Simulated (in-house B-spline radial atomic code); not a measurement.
A calculation on Ba+: its settings, and results tabulated from the run. Method: scalar-relativistic (X2C) Hartree-Fock, spin-polarised, averaged over the determinants with the given up and down occupations, Fermi nucleus of rms radius 4.8378 fm, inside a hard spherical wall at 2.18 bohr. Calculated with a radial B-spline atomic code at the basis-set limit.

Command:
```bash
python run_scf.py task.json out
```
Settings (nuclear radius in fm, mass in u):
```
Z                56
configuration    [Kr] 4d10 5s2 5p5 6s1 6f1
hamiltonian      x2c
method           hf
spin_polarised   True
nucleus          fermi
rms_radius       4.8378
atomic_mass      137.90525
speed_of_light   137.035999084
wall_radius      2.18
```

Output (hartree, bohr):
```
 radial grid: 58 intervals, B-splines of order 8, outer radius 2.18 bohr

 iter        energy (Eh)    residual
    1       -8105.951557    5.21e-01
    2       -8106.533965    8.62e-02
    3       -8106.643259    2.44e-02
    4       -8106.651523    7.05e-03
    5       -8106.652070    2.86e-03
    6       -8106.652207    7.90e-05
    7       -8106.652207    8.57e-06
    8       -8106.652207    1.95e-06
    9       -8106.652207    2.23e-07

 total energy                     -8106.65221
 kinetic                            8746.0141
 electron-nucleus                 -19915.0924
 electron-electron                  3062.4260

 orbital      occ     eigenvalue          <r>       <r^2>       <1/r>       r_max
 1s up      1.000     -1380.3827    0.0249335 0.000853805     64.1089     0.01567
 1s down    1.000     -1380.3456    0.0249338 0.000853823     64.1082     0.01567
 2s up      1.000      -220.3183      0.10904   0.0140938     14.6741     0.09265
 2s down    1.000      -220.2845     0.109047   0.0140954     14.6724     0.09266
 2p up      3.000      -197.2454    0.0958944   0.0112436     13.3524      0.0743
 2p down    3.000      -197.2229    0.0958972   0.0112441     13.3519     0.07431
 3s up      1.000       -46.6325     0.290487   0.0965787     5.22521      0.2657
 3s down    1.000       -46.5522     0.290582   0.0966336     5.22196      0.2658
 3p up      3.000       -39.0286     0.288848   0.0968362     4.83095      0.2602
 3p down    3.000       -38.9629     0.288832    0.096824     4.83094      0.2602
 3d up      5.000       -27.8998     0.266451   0.0837546     4.53514      0.2153
 3d down    5.000       -27.8478      0.26628   0.0836449     4.53768      0.2153
 4s up      1.000        -8.6143     0.679139    0.520749     2.09075       0.626
 4s down    1.000        -8.5151     0.681863    0.524562     2.07688      0.6285
 4p up      3.000        -6.0640     0.726868    0.600814     1.88425      0.6578
 4p down    3.000        -5.9911     0.730198    0.606612     1.87383      0.6597
 4d up      5.000        -2.2635     0.827031    0.788061     1.58435      0.7117
 4d down    5.000        -2.2096     0.824247    0.782532     1.58886       0.711
 5s up      1.000        -0.1272      1.30972     1.86848     1.02382       1.374
 5s down    1.000         0.1131      1.31873     1.89107       1.011       1.385
 5p up      3.000         0.9637      1.34164     1.96963    0.999417       1.452
 5p down    2.000         1.0828      1.33956     1.96588     1.00465       1.453
 6s up      1.000         6.3355      1.32358     2.02235     1.17287       1.775
 6f up      1.000        10.6898      1.18093     1.71392     1.21697       1.122
```

Cost of the run: 0.23 s on 1 thread of Arm Neoverse V1, with other jobs on the host.

One-electron X2C: radii and densities carry no picture-change correction, so inner-shell <1/r> comes out high (for 1s by about 2 % at Z = 33, 5 % at 54, 10 % at 75, 30 % at 118) and <r> low.
